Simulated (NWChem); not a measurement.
Species: formamidinium (CH$_{5}$N$_{2}$ cation); SMILES NC=[NH2+]

```xyz
8

N     -1.1744     0.0000     0.1752
C      0.0000     0.0000    -0.4247
N      1.1744     0.0000     0.1752
H     -1.2857     0.0000     1.1951
H     -2.0327     0.0000    -0.3834
H      0.0000     0.0000    -1.5283
H      1.2857     0.0000     1.1951
H      2.0327     0.0000    -0.3834
```
Atoms are numbered in this order, from 1.

Program: NWChem. Structure relaxed at the PBE-D3(BJ)/def2-SVP level.

**Question.** Order these by “orbital gap (eV)”, lowest first: PBE/def2-TZVPD; PBE/STO-3G; PBE/def2-SVP.

**Answer.** PBE/def2-TZVPD (5.58), PBE/def2-SVP (5.70), PBE/STO-3G (5.87)
